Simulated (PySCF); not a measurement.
**Löwdin shares of the frontier orbitals**

C8H12O3.
Structure used (PBE0-D3(BJ)/def2-SVP), in Å, numbered top down from 1:
```
atom  x, y, z in Å
C1    -2.0055   -0.8713   -0.3687
C2    -0.7670   -0.2199    0.2164
O3    -1.1400    0.8524    1.1055
C4    -1.6814    1.9547    0.6012
O5    -1.8646    2.1954   -0.5586
C6     0.1039   -1.2106    1.0225
C7     1.3801   -1.2589    0.1709
C8     2.2194    0.0014    0.4176
C9     1.3687    1.0619   -0.3162
C10    0.2402    0.1938   -0.8927
O11    0.8794   -1.0463   -1.1447
H12   -1.6891   -1.6976   -1.0198
H13   -2.6403   -1.2772    0.4334
H14   -2.5857   -0.1539   -0.9644
H15   -1.9394    2.6421    1.4348
H16   -0.3756   -2.1974    1.0851
H17    0.2707   -0.8415    2.0432
H18    1.9312   -2.2070    0.2119
H19    2.3569    0.2131    1.4875
H20    3.2135   -0.1055   -0.0389
H21    1.9245    1.5366   -1.1357
H22    1.0056    1.8591    0.3446
H23   -0.2338    0.5766   -1.8022
```

Computed with PySCF, TDDFT CAM-B3LYP/def2-SVPD, vertical, gas phase, core orbitals frozen in the response.

Frontier orbitals with the atoms that hold most of them (Löwdin shares over 4%, at most four atoms; ? is withheld):

```
orbital  ε (eV)                            atoms
 LUMO+2    1.67  C4 15%, H15 14%, O3 13%, H18 9%
 LUMO+1    1.18      O3 10%, C4 8%, C8 7%, C6 7%
   LUMO    0.96   C4 37%, O5 28%, O3 16%, H15 9%
   HOMO       ?                                ?
 HOMO-1   -9.82                                ?
 HOMO-2  -10.07   C8 10%, C7 10%, O3 10%, C2 10%
 HOMO-3  -10.59    O11 16%, O5 10%, C2 9%, C7 9%
```

(1) Give the leading atoms of the HOMO.

(2) Which atoms hold the HOMO-1, and with what shares?

(3) What is the HOMO energy, and the HOMO–LUMO gap?

Answers

(1) O11 (bonded to 2 C) 54%; C10 (bonded to 2 C, O and H) 7%; C2 (bonded to 3 C and O) 7%; C6 (bonded to 2 C and 2 H) 5%. By element: oxygen 54% or more, carbon 19% or more.

(2) O5 (bonded to C) 57%; C4 (bonded to 2 O and H) 11%; O3 (bonded to 2 C) 10%; H15 (bonded to C) 6%. By element: oxygen 67% or more, carbon 11% or more, hydrogen 6% or more.

(3) ε(HOMO) = -9.16 eV; the gap is 10.12 eV (0.3720 hartree).

Q: How does S1 compare with the orbital gap of 10.12 eV?

A: S1 is at 5.78 eV (f = 0.0015), 4.34 eV below the gap, made of HOMO-1→LUMO (86%). Its leading pair isn't HOMO and LUMO; the energies of that pair differ by 10.79 eV. 

Q: One configuration dominates each of S1, S2 and S3. Which, and how do the shares of the two leading atoms of either orbital change from the occupied to the empty one?

A: 
- S1 (5.78 eV, f 0.0015), HOMO-1→LUMO (86%): O5 57% → 28%, C4 11% → 37%; low, almost dark, from the terminal oxygen into the C=O bond, the pattern of n→π*
- S2 (7.45 eV, f 0.038), HOMO→LUMO (77%): O11 54% → at most 10%, C10 7% → at most 10%, C4 at most 6% → 37%, O5 at most 6% → 28%
- S3 (7.54 eV, f 0.0065), HOMO→LUMO+1 (73%): O11 54% → at most 8%, C10 7% → at most 8%, O3 at most 6% → 10%, C4 at most 6% → 8%

Löwdin shares depend on the basis, the more so with diffuse functions.

One conformer stands for the species.
